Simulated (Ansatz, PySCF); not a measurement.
Species: SiN₃H₆, net charge 0, doublet state. SMILES: N[Si](N)N
Geometry from a B3LYP-D3(BJ)/def2-TZVP (Ansatz, a program for electronic structure) optimisation:
```
Si
N 1 1.7319
H 2 1.0080 1 120.75
H 2 1.0096 3 111.49 1 145.22
N 1 1.7319 2 107.61 3 152.25
H 5 1.0080 1 120.75 2 -92.05
H 5 1.0096 6 111.49 1 145.22
N 1 1.7319 2 107.61 3 -92.05
H 8 1.0080 1 120.75 2 152.25
H 8 1.0096 9 111.49 1 145.22
```
Charge 0, spin multiplicity 2.

Unscaled harmonic wavenumbers (cm⁻¹) in rising order, each level at the stationary point that it reaches from this structure (no distance between atoms moves by over 0.3 Å); the order of modes can differ between levels, and a negative number is imaginary. B3LYP-D3(BJ)/def2-TZVP (PySCF, at the structure above): 142, 142, 280, 280, 328, 399, 399, 400, 420, 736, 797, 797, 825, 881, 881, 1573, 1573, 1578, 3552, 3553, 3553, 3648, 3648, 3648.

HF/3-21G (Ansatz): 125, 126, 291, 291, 299, 413, 522, 547, 547, 803, 871, 871, 944, 976, 976, 1759, 1759, 1765, 3730, 3730, 3730, 3840, 3840, 3840. Zero-point energy 52.3 against 48.6 kcal/mol; where all levels lie over 400 cm⁻¹, the wavenumbers are on average 1.100 times those of B3LYP-D3(BJ)/def2-TZVP.

HF/6-31G* (Ansatz): 99, 99, 290, 290, 346, 394, 394, 396, 424, 780, 861, 861, 915, 948, 948, 1749, 1749, 1754, 3796, 3797, 3797, 3896, 3896, 3896. Zero-point energy 52.0 against 48.6 kcal/mol; where all levels lie over 400 cm⁻¹, the wavenumbers are on average 1.077 times those of B3LYP-D3(BJ)/def2-TZVP.

B3LYP/6-31G* (Ansatz): 164, 164, 267, 267, 319, 398, 466, 466, 500, 719, 808, 809, 850, 885, 885, 1612, 1612, 1615, 3538, 3539, 3539, 3637, 3637, 3637. Zero-point energy 49.1 against 48.6 kcal/mol; where all levels lie over 400 cm⁻¹, the wavenumbers are on average 1.018 times those of B3LYP-D3(BJ)/def2-TZVP.
